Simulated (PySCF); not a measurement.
C2H3N3, SMILES n1cn[nH]c1.

Geometry: PBE0-D3(BJ)/def2-SVP.

Two levels are set side by side: PBE/def2-TZVP (PySCF) and r2SCAN/def2-TZVP (PySCF). Same geometry, gas phase. Differences are taken from unrounded values.

| quantity | PBE |
|---|---|
| orbital gap (eV) | 5.55 |
| highest occupied level (eV) | -6.54 |
| lowest empty level (eV) | -0.99 |
| dipole moment (D) | 2.85 |
| mean polarisability (bohr³) | 40.6 |

### Question
These are the PBE values. What does r2SCAN give? (Estimate from the structure and the level; the computed values follow.)

### Answer

```
quantity                     r2SCAN  PBE minus r2SCAN
---------------------------  ------  ----------------
orbital gap (eV)               6.11             -0.56
highest occupied level (eV)   -6.90              0.37
lowest empty level (eV)       -0.79             -0.19
dipole moment (D)              2.89             -0.04
mean polarisability (bohr³)    39.8               0.7
```

Rough cost on one machine, each run with all the roots and properties that it gave: r2SCAN against PBE about 4 times.
